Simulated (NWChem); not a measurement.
System: C₂H₈Zr; SMILES [ZrH2]([CH3])[CH3]

Input file for NWChem:

```
start job
memory heap 200 mb stack 900 mb global 1100 mb
geometry units angstroms
  Zr    -0.276409    -0.171976     0.151566
  C     -0.087248     0.853719    -1.855942
  H      0.686925     0.400658    -2.497529
  H      0.135065     1.930230    -1.768054
  H     -1.068443     0.769542    -2.368317
  C      1.819112     0.223673     0.906517
  H      2.045267     1.299038     0.999713
  H      2.596931    -0.230469     0.269954
  H      1.908273    -0.247084     1.907913
  H     -1.466090     0.801598     1.195061
  H     -0.456897    -1.997887    -0.140861
end
basis spherical
  * library def2-svp
end
ecp
  Zr library def2-ecp
end
dft
  xc pbe0
  iterations 150
end
driver
  maxiter 120
end
task dft optimize
```

NWChem printed, in part:

```
             Northwest Computational Chemistry Package (NWChem) 7.3.0
             --------------------------------------------------------

 C2  symmetry detected

                             Geometry "geometry" -> ""
                             -------------------------

 Output coordinates in angstroms (scale by  1.889725989 to convert to a.u.)

  No.       Tag          Charge          X              Y              Z
 ---- ---------------- ---------- -------------- -------------- --------------
    1 Zr                  40.0000     0.00000000     0.00000000    -0.43953477
    2 C                    6.0000     1.70750739    -0.00224355     1.04445391
    3 H                    1.0000     1.70957366    -0.89335223     1.69419445
    4 H                    1.0000     1.71191541     0.88885646     1.69419449
    5 H                    1.0000     2.65420330     0.01822662     0.46505380
    6 C                    6.0000    -1.70750739     0.00224355     1.04445391
    7 H                    1.0000    -1.70957366     0.89335223     1.69419445
    8 H                    1.0000    -1.71191541    -0.88885646     1.69419449
    9 H                    1.0000    -2.65420330    -0.01822662     0.46505380
   10 H                    1.0000     0.00174178     1.63097074    -1.32947081
   11 H                    1.0000    -0.00174178    -1.63097074    -1.32947081

 Effective nuclear repulsion energy (a.u.)     215.9435117744

      Symmetry information
      --------------------

 Group name             C2
 Group number              4
 Group order               2
 No. of unique centers     6

                                Z-matrix (autoz)
                                --------

 Units are Angstrom for bonds and degrees for angles

      Type          Name      I     J     K     L     M      Value
      ----------- --------  ----- ----- ----- ----- ----- ----------
    1 Stretch                  1     2                       2.26226
    2 Stretch                  1     6                       2.26226
    3 Stretch                  1    10                       1.85797
    4 Stretch                  1    11                       1.85797
    5 Stretch                  2     3                       1.10283
    6 Stretch                  2     4                       1.10283
    7 Stretch                  2     5                       1.11012
    8 Stretch                  6     7                       1.10283
    9 Stretch                  6     8                       1.10283
   10 Stretch                  6     9                       1.11012
   11 Bend                     1     2     3               112.87289
   12 Bend                     1     2     4               112.87289
   13 Bend                     1     2     5               107.53441
   14 Bend                     1     6     7               112.87289
   15 Bend                     1     6     8               112.87289
   16 Bend                     1     6     9               107.53441
   17 Bend                     2     1     6                98.01247
   18 Bend                     2     1    10               108.32246
   19 Bend                     2     1    11               108.30279
   20 Bend                     3     2     4               107.80474
   21 Bend                     3     2     5               108.71122
   22 Bend                     4     2     5               106.80939
   23 Bend                     6     1    10               108.30279
   24 Bend                     6     1    11               108.32246
   25 Bend                     7     6     8               107.80474
   26 Bend                     7     6     9               108.71122
   27 Bend                     8     6     9               106.80939
   28 Bend                    10     1    11               122.76202
   29 Torsion                  2     1     6     7          61.27911
   30 Torsion                  2     1     6     8         -61.27910
   31 Torsion                  2     1     6     9        -178.82459
   32 Torsion                  3     2     1     6          61.27911
   33 Torsion                  3     2     1    10         173.65525
   34 Torsion                  3     2     1    11         -51.11285
   35 Torsion                  4     2     1     6         -61.27910
   36 Torsion                  4     2     1    10          51.09704
   37 Torsion                  4     2     1    11        -173.67105
   38 Torsion                  5     2     1     6        -178.82459
   39 Torsion                  5     2     1    10         -66.44845
   40 Torsion                  5     2     1    11          68.78346
   41 Torsion                  7     6     1    10         -51.11285
   42 Torsion                  7     6     1    11         173.65525
   43 Torsion                  8     6     1    10        -173.67105
   44 Torsion                  8     6     1    11          51.09704
   45 Torsion                  9     6     1    10          68.78346
   46 Torsion                  9     6     1    11         -66.44845

                           NWChem Geometry Optimization
                           ----------------------------

[...]

      ----------------------
      Optimization converged
      ----------------------

  Step       Energy      Delta E   Gmax     Grms     Xrms     Xmax
  ---- ---------------- -------- -------- -------- -------- --------
@    6    -127.83114982 -2.4D-07  0.00004  0.00001  0.00040  0.00084
                                     ok       ok       ok       ok

                                Z-matrix (autoz)
                                --------

 Units are Angstrom for bonds and degrees for angles

[...]
```

Level: PBE0/def2-SVP with def2 effective core potentials on Zr. No frequency run checked for a minimum. def2 effective core potentials on Zr; no spin-orbit coupling.
